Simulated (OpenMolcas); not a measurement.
# C⁺: effect of the active space

```json
{
  "Program": "OpenMolcas",
  "Method": "MS-CASPT2 or its RAS form, IPEA 0.25 Eh, imaginary shift 0.1 Eh",
  "Basis": "ANO-RCC-VTZP",
  "Scalar Hamiltonian": "DKH2, point nucleus",
  "Spin-orbit coupling": "RASSI with atomic mean-field integrals over the reference wave functions, term energies averaged over their components"
}
```

A. 3 electrons in 4 orbitals (2s 2p); 2S+1 = 4 odd, 1 root; 2S+1 = 2 odd, 11 roots; 2S+1 = 4 even, 3 roots; 2S+1 = 2 even, 9 roots; closed shells correlated: 1s; CASPT2 step of the order of 2.1 core-seconds
B. 3 electrons in 8 orbitals (2s 2p 3s 3p); 2S+1 = 4 odd, 1 root; 2S+1 = 2 odd, 11 roots; 2S+1 = 4 even, 3 roots; 2S+1 = 2 even, 9 roots; closed shells correlated: 1s; CASPT2 step roughly 5 core-seconds
C. 3 electrons in 9 orbitals (RAS2 2s 2p; RAS3 3d, at most 2 electrons); 2S+1 = 4 odd, 1 root; 2S+1 = 2 odd, 11 roots; 2S+1 = 4 even, 3 roots; 2S+1 = 2 even, 9 roots; closed shells correlated: 1s; CASPT2 step of the order of 12 core-seconds

Energies in cm-1 above 2s2 2p 2P* 1/2, the measured ground level; measured values from NIST Handbook of Basic Atomic Spectroscopic Data.

```csv
Level,A,B,C,Measured
2s2 2p 2P* 1/2,0.0,0.0,0.0,0.0
2s2 2p 2P* 3/2,57.3,59.2,56.2,63.4
2s 2p2 4P 1/2,41340,41710,42230,43003
2s 2p2 4P 3/2,41360,41730,42250,43025
2s 2p2 4P 5/2,41400,41770,42290,43054
2s 2p2 2D 3/2,75090,74880,75030,74933
2s 2p2 2D 5/2,75090,74880,75030,74930
2s 2p2 2S 1/2,97470,97170,97720,96494
2s 2p2 2P 1/2,113200,111930,111680,110624
2s 2p2 2P 3/2,113240,111970,111720,110666
2p3 4S* 3/2,140860,141180,141580,142027
```

Deviations, from unrounded energies. A percentage is the sum of absolute deviations over the sum of measured energies, with the sign that they share, or ± where signs differ.

```csv
Against measurement,Levels,A,B,C
mean absolute deviation (cm-1),10,1300,810,630
fine structure of the ground term (%),1,-9.6,-6.6,-11.3
other configurations (%),9,±1.7,±1.1,±0.9
```

C lies closest to measurement on these levels and A furthest from it. The largest miss of C in the table is 2s 2p2 2S 1/2, by +1200 cm-1. The ranking rests on the paired levels alone, and a cruder setting can come out closer through cancelling errors.

Among A to C the level of the table that moves most is 2s 2p2 2P 3/2, by 1500 cm-1 (lowest in C, highest in A). Moves below CASPT2's spread within the term are not significant.

CASPT2 does not keep the components of a term degenerate, so their means are used; among the terms shown or strongly mixed into the levels shown the widest spread is 11 cm-1 (2s 2p2 2D, C). The run also gave levels led by 2s2 3p, which use shells meant for correlation; these and all levels above them are left out (holds for B). Active for correlation alone: 3d; no level in the range computed is led by a configuration that fills it, so any true level of that kind is missing (holds for C). Measured partners are found by configuration, term and J. A level has none where our copy of the source lacks it or the pairing is in doubt (some pairs that miss far off the trend of their configuration count as doubtful), and it then counts in no deviation. Levels of configurations outside the active space are missing. The table leaves out levels that lie high or whose names do not pair safely across all columns.

* marks odd parity.
